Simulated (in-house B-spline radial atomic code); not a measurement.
A fraction x of an electron is removed from 4p in Te VI (Te5+), starting from [Kr] 4d10 5s1 and keeping the highest spin. Level of theory: scalar-relativistic (X2C) AM05, spin-polarised, spherical fractional occupations, Fermi nucleus of rms radius 4.7423 fm; calculated with an all-electron radial atomic-structure program (B-spline basis).

| x | E(x) - E(0) (eV) | 4p down level (eV) |
| --- | --- | --- |
| 0 | 0.0000 | -171.778 |
| 0.1 | 17.2897 | -174.017 |
| 0.23 | 40.1019 | -176.941 |
| 0.31 | ? | ? |
| 0.46 | 81.3965 | -182.150 |
| 0.5 | 88.7007 | -183.060 |
| 0.59 | 105.2684 | -185.113 |
| 0.64 | 114.5526 | -186.256 |
| 0.76 | 137.0682 | -189.008 |
| 0.96 | ? | ? |
| 1 | 183.0937 | -194.545 |

(1) What belongs in the row x = 0.31?

(2) What belongs in the row x = 0.96?

(3) Check Janak's theorem between x = 0.1 and 0.23.

Results:

(1) An energy change of 54.3294 eV; 4p down at -178.748 eV.

(2) An energy change of 175.3304 eV; 4p down at -193.619 eV.

(3) The slope of the energy is 175.48 eV; the orbital levels give 175.48 eV (-ε of the emptying orbital, averaged over the two points).
